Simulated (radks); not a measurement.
The numbers below are computed, except where a source is named.
Coulomb parameter of the 3d shell of the chromium ion Cr2+ in the model configuration [Ar] 3d3 4p1, as a second difference U = [E(n + 1) + E(n - 1) - 2 E(n)] / (1)^2 with all orbitals relaxed. "Bare": the charge of the atom changes with n. "Screened": the 4p shell takes up the change at fixed total charge, which measures U(3d,3d) + U(4p,4p) - 2 U(3d,4p). Code: a radial shooting solver on a logarithmic mesh with Libxc functionals. Model: Dirac Kohn-Sham, BLYP, spin-unpolarised, spherical densities, finite nucleus; open shells are shared between the two j in proportion to 2j + 1; Fermi nuclear charge, rms radius 3.6452 fm. Estimate both.

Answer. U(bare) = 16.039 eV, U(screened by 4p) = 5.027 eV.
